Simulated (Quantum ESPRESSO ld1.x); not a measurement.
Input file for ld1.x (Quantum ESPRESSO 7.5):

```
 &input
    zed=45.0,
    iswitch=1,
    rel=2,
    dft='PW91',
    config='[Kr] 4d6',
    rel_dist='energy',
    verbosity='high',
    lsmall=.true.,
    prefix='ld1',
    max_out_wfc=37,
    file_charge='ld1.rho',
 /
```

Command: `OMP_NUM_THREADS=1 ld1.x < ld1.in > ld1.out`

Output (excerpt):

```
     Program LD1 v.7.5 starts

     --------------------------- All-electron run ----------------------------

     dirac relativistic calculation

     atomic number is 45.00
     dft =PW91   lsd =0 sic =0 latt =0  beta=0.20 tr2=1.0E-14
     Exchange-correlation= PW91
                           (   1   4   2   2   0   0   0)
     mesh =2053 r(mesh) = 100.41760 a.u. xmin = -8.00 dx = 0.00800
     1 Ry =  13.60569312 eV, c = 137.03599908

     n l j   nl                  e(Ry)          e(Ha)          e(eV)
     Spin orbit split results
     1 0 0.5 1S 1( 2.00)   -1695.337499628    -847.668749814 -23066.2417598
     2 0 0.5 2S 1( 2.00)    -248.053182695    -124.026591347  -3374.9354819
     2 1 0.5 2P 1( 2.00)    -229.885580670    -114.942790335  -3127.7526640
     2 1 1.5 2P 1( 4.00)    -219.251664487    -109.625832244  -2983.0708637
     3 0 0.5 3S 1( 2.00)     -46.541734081     -23.270867040   -633.2325513
     3 1 0.5 3P 1( 2.00)     -39.430983247     -19.715491623   -536.4858576
     3 1 1.5 3P 1( 4.00)     -37.601021042     -18.800510521   -511.5879534
     4 0 0.5 4S 1( 2.00)      -8.706702608      -4.353351304   -118.4607238
     4 1 0.5 4P 1( 2.00)      -6.525826373      -3.262913186    -88.7883910
     4 1 1.5 4P 1( 4.00)      -6.230004748      -3.115002374    -84.7635328
     3 2 1.5 3D 1( 4.00)     -25.007554783     -12.503777392   -340.2451161
     3 2 2.5 3D 1( 6.00)     -24.646578472     -12.323289236   -335.3337832
     4 2 1.5 4D 1( 4.00)      -2.925340534      -1.462670267    -39.8012856
     4 2 2.5 4D 1( 2.00)      -2.889225080      -1.444612540    -39.3099098
     Averaged results
     1 0     1S 1( 2.00)   -1695.337499628    -847.668749814 -23066.2417598
     2 0     2S 1( 2.00)    -248.053182695    -124.026591347  -3374.9354819
     2 1     2P 1( 6.00)    -222.796303215    -111.398151607  -3031.2981305
     3 0     3S 1( 2.00)     -46.541734081     -23.270867040   -633.2325513
     3 1     3P 1( 6.00)     -38.211008443     -19.105504222   -519.8872548
     4 0     4S 1( 2.00)      -8.706702608      -4.353351304   -118.4607238
     4 1     4P 1( 6.00)      -6.328611956      -3.164305978    -86.1051522
     3 2     3D 1(10.00)     -24.790968996     -12.395484498   -337.2983164
     4 2     4D 1( 6.00)      -2.903671261      -1.451835631    -39.5064601

     final scf error:  5.8E-15 reached in  35 iterations

     Etot =   -9567.286562 Ry,   -4783.643281 Ha, -130169.564988 eV

     Ekin =    9974.825447 Ry,    4987.412724 Ha,  135714.413993 eV
     Encl =  -23049.654024 Ry,  -11524.827012 Ha, -313606.519247 eV
     Eh   =    3784.485215 Ry,    1892.242607 Ha,   51490.544459 eV
     Exc  =    -276.943200 Ry,    -138.471600 Ha,   -3768.004193 eV

     normalization and overlap integrals

     s(1S/1S) =  1.000000  <r> =   0.0326  <r2> =    0.0014  r(max) =   0.0212
     LC norm =  0.97291861 + SC norm =  0.02708139 =  1.00000000
     s(2S/2S) =  1.000000  <r> =   0.1416  <r2> =    0.0237  r(max) =   0.1202
     LC norm =  0.99437615 + SC norm =  0.00562385 =  1.00000000
     s(2P/2P) =  1.000000  <r> =   0.1203  <r2> =    0.0178  r(max) =   0.0930
     LC norm =  0.99436444 + SC norm =  0.00563556 =  1.00000000
     s(2P/2P) =  1.000000  <r> =   0.1252  <r2> =    0.0191  r(max) =   0.0968
     LC norm =  0.99457433 + SC norm =  0.00542567 =  1.00000000
     s(3S/3S) =  1.000000  <r> =   0.3904  <r2> =    0.1746  r(max) =   0.3511
     LC norm =  0.99844868 + SC norm =  0.00155132 =  1.00000000
     s(3P/3P) =  1.000000  <r> =   0.3830  <r2> =    0.1707  r(max) =   0.3373
     LC norm =  0.99850324 + SC norm =  0.00149676 =  1.00000000
     s(3P/3P) =  1.000000  <r> =   0.3938  <r2> =    0.1802  r(max) =   0.3483
     LC norm =  0.99855992 + SC norm =  0.00144008 =  1.00000000
     s(4S/4S) =  1.000000  <r> =   0.9726  <r2> =    1.0706  r(max) =   0.8810
     LC norm =  0.99961629 + SC norm =  0.00038371 =  1.00000000
     s(4P/4P) =  1.000000  <r> =   1.0449  <r2> =    1.2473  r(max) =   0.9244
     LC norm =  0.99966707 + SC norm =  0.00033293 =  1.00000000
     s(4P/4P) =  1.000000  <r> =   1.0734  <r2> =    1.3164  r(max) =   0.9468
     LC norm =  0.99968187 + SC norm =  0.00031813 =  1.00000000
     s(3D/3D) =  1.000000  <r> =   0.3682  <r2> =    0.1622  r(max) =   0.2898
     LC norm =  0.99867387 + SC norm =  0.00132613 =  1.00000000
     s(3D/3D) =  1.000000  <r> =   0.3717  <r2> =    0.1651  r(max) =   0.2921
     LC norm =  0.99869041 + SC norm =  0.00130959 =  1.00000000
     s(4D/4D) =  1.000000  <r> =   1.3622  <r2> =    2.1888  r(max) =   1.1022
     LC norm =  0.99979812 + SC norm =  0.00020188 =  1.00000000
     s(4D/4D) =  1.000000  <r> =   1.3750  <r2> =    2.2302  r(max) =   1.1111
     LC norm =  0.99980150 + SC norm =  0.00019850 =  1.00000000

     LC charge = 41.87268685 + SC charge =  0.12731315 = 42.00000000

     ------------------------ End of All-electron run ------------------------
```

Run on one thread of a shared host, so times are rough (Intel(R) Xeon(R) Processor @ 2.60GHz): 0.74 s of CPU time, 0.76 s wall, 35 iterations on 2053 mesh points.
